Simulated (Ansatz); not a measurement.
Input file for Ansatz (an electronic-structure program): R-SVWN5/def2-TZVPPD on H2Se (SMILES [SeH2]). Files ending in .json are basis or fitting sets from the Basis Set Exchange.

Ansatz 0.2 input:
```yaml
crystal:
  periodic: [false, false, false]
  atoms:
    - {symbol: Se, position_ang: [-0.76411794, 1.25210993, 3.82344758]}
    - {symbol: H, position_ang: [0.05990656, 0.03882816, 3.72300720]}
    - {symbol: H, position_ang: [-1.83485322, 0.62331269, 3.03647473]}
basis:
  gaussian:
    orbitals: def2-TZVPPD.json
hamiltonian:
  xc: {name: SVWN5}
scf: {lower_state_search: off}
```

Q: Predict the final total energy.

A: -2399.3175 hartree.
